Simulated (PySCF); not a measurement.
# A search over the determinants of GaAs

Unrestricted PBE0; basis Ga pcseg-1, As pcseg-1; no relativity; PySCF 2.14. Outer shells of the fragments: Ga 3d10 4s2 4p1; As 3d10 4s2 4p3.

Followed along the bond (rough minima from three points):

```tsv
2Ms+1	unpaired	⟨S²⟩ at the start	R at minimum (Å)	Te (eV)
3	π ↑↑	2.01	2.57	0.00
3	σ ↑, π ↑	2.01	2.35	0.16
1	π ↑↓	1.01	2.57	0.32
1	σ ↓, π ↑	1.02	2.33	0.34
1	none	0.00	none in the scan	≤ 1.15
```

Solutions found at the starting distance of 2.380 Å, counted from the lowest of them; the search is not exhaustive and high or unbound solutions are not listed, so other states can lie among these:

```
2Ms+1    unpaired   term  E (eV)  ⟨S²⟩  ⟨Lz²⟩  μ (D)
    3        π ↑↑    ³Σ⁻    0.00  2.01   0.00  -0.39
    3    σ ↑, π ↑     ³Π    0.03  2.01   1.01  -2.11
    1    σ ↓, π ↑  mixed    0.22  1.02   1.01  -2.17
    1        π ↑↓  mixed    0.32  1.01   2.01  -0.32
    1        none    ¹Σ⁺    1.23  0.00   0.00  -3.23
    1        none  mixed    1.25  0.00   2.00   0.00
    5  σ ↑, π ↑↑↑     ⁵Π    1.96  6.01   1.00   0.92
    3  σ ↓, π ↑↑↑  mixed    2.62  3.02   1.00   1.10
    3        π ↑↑  mixed    3.13  2.01   2.01  -1.02
    3        π ↑↑  mixed    3.45  2.01   2.01  -1.21
```

A term symbol is given only where ⟨S²⟩ and ⟨Lz²⟩ are close to those of a pure state; real π, δ and φ orbitals otherwise mix terms. A positive dipole means Ga(−)As(+).

**Question.** Compare the gap between the two lowest followed solutions at the starting distance with the gap between their minima.

**Answer.** At PBE0 the second solution (triplet, unpaired electrons σ ↑, π ↑) lies +0.03 eV from the first (triplet, unpaired electrons π ↑↑) at 2.380 Å and +0.16 eV at the minima; the two curves relax by different amounts, since their minima lie near 2.35 and 2.57 Å.

Spin–orbit coupling is left out.
